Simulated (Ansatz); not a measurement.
`[OH][Zr]12345678([Cl])([C@H]9[C@@H]1[C@@H]2[C@@H]3[C@H]94)[C@H]1[C@@H]5[C@@H]6[C@@H]7[C@H]18` + H₂O → `[OH][Zr]12345678([OH])([C@H]9[C@@H]1[C@@H]2[C@@H]3[C@H]94)[C@H]1[C@@H]5[C@@H]6[C@@H]7[C@H]18` + HCl  (formal hydrolysis of a Zr–Cl bond)

Isolated molecules relaxed with PBE0-D4/def2-TZVP in Ansatz; ΔE leaves out vibrations. CCSD(T)/CBS adds triple-zeta CCSD(T) − MP2 to the extrapolated MP2 energy (def2 sets, frozen cores). This one scheme is used for every species. DFT in def2-TZVPP. def2 core potentials past Kr. For Zr outer-core shells are correlated without core-valence functions, which leaves a few kJ/mol of doubt a bond. Each species was taken in one conformer, which may not be the lowest.

CCSD(T)/CBS gives +68.3 kJ/mol.

(1) Another level gave +60.4 kJ/mol. Which?
A. SCS-MP2/def2-TZVPP
B. ωB97X-V/def2-TZVPP
C. BLYP-D4/def2-TZVPP
D. PBE0/def2-TZVPP

Largest T1 diagnostic among the species: 0.013.

Answers

(1) B. ωB97X-V 60.4, SCS-MP2/def2-TZVPP 69.1, PBE0 64.8, BLYP-D4 53.3 kJ/mol.

From BLYP to BHLYP (50 % exact exchange), in def2-TZVPP and without D4, ΔE moves by +14.1 kJ/mol. At CCSD(T), def2-SVP lies −11.9 kJ/mol from the extrapolated value and def2-TZVPP −3.3 kJ/mol. Leaving LDA and LC-ωPBE aside and taking each functional with its dispersion term where it has one, the values, not all of them listed here, spread over 19.6 kJ/mol, from BLYP-D4 to PBE-QIDH.

CCSD(T)/CBS has its own doubt, a few kJ/mol and more with outer-core shells, so smaller differences from it don't rank the levels.
